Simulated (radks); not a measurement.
Q: Radial electron density D(r) = 4 pi r^2 rho(r) of an atom or ion with 6 electrons. All-electron calculation, non-relativistic Kohn-Sham, PBE, spin-polarised, spherical densities, point nucleus. Program: a radial shooting solver on a logarithmic mesh with Libxc functionals.

| r (bohr) | D(r) (e/bohr) | spin D(r) |
|---|---|---|
| 0.00914 | 0.5554 | -0.000100 |
| 0.01116 | 0.7956 | -0.000129 |
| 0.01353 | 1.114 | -0.000152 |
| 0.01652 | 1.565 | -0.000147 |
| 0.02018 | 2.170 | -0.0000612 |
| 0.02465 | 2.961 | 0.000226 |
| 0.0301 | 3.961 | 0.000966 |
| 0.03677 | 5.173 | 0.00268 |
| 0.04491 | 6.561 | 0.00637 |
| 0.05485 | 8.032 | 0.0140 |
| 0.067 | 9.418 | 0.0292 |
| 0.08118 | 10.45 | 0.0565 |
| 0.09915 | 10.95 | 0.108 |
| 0.1211 | 10.65 | 0.199 |
| 0.1479 | 9.512 | 0.350 |
| 0.1807 | 7.748 | 0.586 |
| 0.2207 | 5.868 | 0.927 |
| 0.2695 | 4.486 | 1.37 |
| 0.3292 | 4.026 | 1.89 |
| 0.4021 | 4.445 | 2.39 |
| 0.4872 | 5.166 | 2.69 |
| 0.595 | 5.513 | 2.67 |
| 0.7268 | 4.961 | 2.26 |
| 0.8877 | 3.616 | 1.59 |
| 1.084 | 2.065 | 0.890 |
| 1.324 | 0.8906 | 0.383 |
| 1.617 | 0.2768 | 0.122 |
| 1.976 | 0.05790 | 0.0267 |
| 2.413 | 0.007481 | 0.00369 |

What is the nuclear charge?

A: Z = 10. The innermost maximum, from 1s, lies near 1/Z = 0.1 bohr (found: 0.102), and its height grows with Z. The density is that of the neon ion Ne4+ in [He] 2s2 2p2; the configuration itself is not fixed sharply by these data. D(r) has 2 maxima, at r = 0.102, 0.586 bohr, and minima at 0.327 bohr, inside which lie 2.19 electrons.
